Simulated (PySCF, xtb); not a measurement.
BeFGeH₃, SMILES [F][Be][GeH3].

GFN2-xTB (xtb) at its own geometry gives an orbital gap of 4.61 eV and a dipole moment of 1.28 D.

Geometry: B3LYP-D3(BJ)/def2-TZVP.

### Question
What does ωB97X/def2-TZVPD in PySCF give? (Estimate from the structure and the level; the computed values follow.)

### Answer
gap 11.75 eV (levels -10.68 and 1.07 eV), dipole 0.41 D.
